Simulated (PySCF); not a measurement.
Solvent effects on NMR parameters

Geometry:
```json
{"atom": "C1", "x (Å)": "-2.259", "y (Å)": "-1.060", "z (Å)": "0.933"}
{"atom": "C2", "x (Å)": "-1.441", "y (Å)": "-0.026", "z (Å)": "0.754"}
{"atom": "C3", "x (Å)": "-1.642", "y (Å)": "1.455", "z (Å)": "0.529"}
{"atom": "C4", "x (Å)": "-0.271", "y (Å)": "1.468", "z (Å)": "-0.188"}
{"atom": "C5", "x (Å)": "0.037", "y (Å)": "0.083", "z (Å)": "0.435"}
{"atom": "C6", "x (Å)": "0.687", "y (Å)": "-0.993", "z (Å)": "-0.422"}
{"atom": "C7", "x (Å)": "2.088", "y (Å)": "-0.621", "z (Å)": "-0.810"}
{"atom": "N8", "x (Å)": "2.543", "y (Å)": "-0.397", "z (Å)": "-1.971"}
{"atom": "H9", "x (Å)": "-3.337", "y (Å)": "-0.917", "z (Å)": "1.051"}
{"atom": "H10", "x (Å)": "-1.880", "y (Å)": "-2.085", "z (Å)": "0.969"}
{"atom": "H11", "x (Å)": "-1.622", "y (Å)": "2.024", "z (Å)": "1.474"}
{"atom": "H12", "x (Å)": "-2.529", "y (Å)": "1.762", "z (Å)": "-0.044"}
{"atom": "H13", "x (Å)": "-0.382", "y (Å)": "1.396", "z (Å)": "-1.281"}
{"atom": "H14", "x (Å)": "0.421", "y (Å)": "2.290", "z (Å)": "0.044"}
{"atom": "H15", "x (Å)": "0.613", "y (Å)": "0.216", "z (Å)": "1.370"}
{"atom": "H16", "x (Å)": "0.710", "y (Å)": "-1.940", "z (Å)": "0.145"}
{"atom": "H17", "x (Å)": "0.078", "y (Å)": "-1.167", "z (Å)": "-1.326"}
{"atom": "H18", "x (Å)": "2.793", "y (Å)": "-0.506", "z (Å)": "0.035"}
{"atom": "H19", "x (Å)": "1.800", "y (Å)": "-0.532", "z (Å)": "-2.668"}
```

GIAO PBE0/pcSseg-1 in PySCF 2.14 on one PBE0-D3(BJ)/def2-SVP conformer, non-relativistic, equivalent nuclei averaged. Solvents enter as an IEF-PCM continuum (acetonitrile with ε = 35.7, water with ε = 78.4) around the gas-phase geometry. Shifts are referred to TMS computed in the same medium.

Gas phase, δ in ppm: C7 178.5, C2 162.2, C1 110.5, C6 51.1, C5 41.9, C3 31.5, C4 25.4, H19 9.95, H18 7.60, H9 5.13, H10 5.12, H15 3.02, H16 2.74, H11 2.68. Dipole moment 2.28 D.

(1) How does each δ change in the continuum?

(2) Which nuclei move most (in ppm), and what does the model miss?

Answers

(1) 
```csv
atoms,environment,"Δδ, acetonitrile","Δδ, water"
C7,"carbon bonded to C, N, H",+7.2,+7.4
C2,carbon bonded to 3 C,+4.0,+4.1
C1,"carbon bonded to C, 2 H",-0.5,-0.5
C6,"carbon bonded to 2 C, 2 H",-0.1,-0.1
C5,"carbon bonded to 3 C, H",+0.8,+0.9
C3,"carbon bonded to 2 C, 2 H",+0.7,+0.7
C4,"carbon bonded to 2 C, 2 H",+0.3,+0.3
H19,hydrogen on a nitrogen bonded to C,-0.22,-0.23
H18,"hydrogen on a carbon bonded to C, N",+0.15,+0.16
H9,hydrogen on a carbon bonded to C,+0.04,+0.04
H10,hydrogen on a carbon bonded to C,+0.09,+0.09
H15,hydrogen on a carbon bonded to 3 C,+0.19,+0.19
H16,hydrogen on a carbon bonded to 2 C,+0.17,+0.18
H11,hydrogen on a carbon bonded to 2 C,+0.08,+0.08
```

Changes are relative to the gas phase. The dipole moment becomes 2.75 D in acetonitrile, 2.76 D in water.

(2) C7 (carbon bonded to C, N, H, +7.4 ppm) in water. A continuum only polarises the solute; specific hydrogen bonds, the anisotropy of aromatic solvents and changes of geometry or conformer are outside it.
